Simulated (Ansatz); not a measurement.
Born–Oppenheimer molecular dynamics of ClH5OSn (8 atoms, charge 0, multiplicity 1). It starts at the highest image of a converged band, a first-order saddle point between two minima.

All numbers below come from Ansatz, RKS PBE/def2-SVP.

```
ensemble                      : NVE (velocity Verlet)
time step                     : 0.5 fs
steps asked                   : 200
starting velocities drawn for : 300 K
seed                          : 7046
```

First frame:

```xyz
8
Properties=species:S:1:pos:R:3
Sn 0.107 -0.227 -0.172
H 0.696 0.090 1.819
H 1.597 0.304 -0.839
H -1.247 0.791 0.134
Cl -0.822 -1.675 -1.860
O 0.485 -1.958 1.108
H -0.260 -2.582 1.245
H 0.595 -0.962 1.813
```

Task: How far do the bonds stretch over the last three quarters of this one trajectory? (Pairs bonded in most of those frames.)

Result: 
```
   bond  mean (Å)  spread (Å)  shortest  longest
 Sn1–H3     1.733       0.033      1.68     1.78
 Sn1–H4     1.725       0.009      1.71     1.74
Sn1–Cl5     2.378       0.035      2.34     2.45
 Sn1–O6     2.006       0.105      1.88     2.17
  H2–H8     0.773       0.042      0.71     0.83
  O6–H7     0.980       0.011      0.96     1.00
```

Mean temperature of the second half: 1205 K. The conserved energy stayed within 0.21 meV per atom of its start (net change 0.072 meV per atom), so the integration is sound. The kinetic energy rose, since the run started high on the potential surface and went downhill. It ends in pieces (ClH3OSn + H2), so much of that is their flight and rotation, not heat. A run of 0.1 ps of so small a system gives no equilibrium averages. The orbitals stay closed-shell, which can raise the energy where a bond breaks towards radicals; this wasn't checked here.

Run time: 6.7 min on 1 thread of Arm Neoverse V2 (shared host), peak memory 0.12 GiB.
